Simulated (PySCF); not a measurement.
System: sum formula BH₂S₃ (charge 0, doublet). It need not be the lowest isomer of its formula. SMILES: [S]B(S)S
Geometry from a B3LYP-D3(BJ)/def2-TZVP (Ansatz) optimisation:
```xyz
6

S     -0.3133     1.2214    -1.3046
B     -0.0076     0.0298    -0.0318
S      1.6755    -0.4043     0.5001
S     -1.3573    -0.8358     0.8245
H      2.3429     0.4115    -0.3333
H     -2.3816    -0.2606     0.1721
```
Charge 0, spin multiplicity 2.

Dispersion corrections to the total energy (kcal/mol) from the dftd3 and dftd4 libraries through PySCF: D3(BJ) without and D4 with the three-body term, each with the damping fitted for the functional named.

| functional | D3(BJ) | D4 |
|---|---|---|
| B3LYP | -8.56 | -7.61 |
| PBE | … | -4.59 |
| LC-wPBE | -4.70 | -5.21 |
| PW6B95 | … | -3.80 |
| TPSSh | -5.47 | -5.59 |
| B2PLYP | … | -3.19 |
| HSE06 | -3.40 | -3.66 |

Task: What belongs in the gaps?

Result: 
- PBE, D3(BJ): -4.42
- PW6B95, D3(BJ): -2.83
- B2PLYP, D3(BJ): -4.31
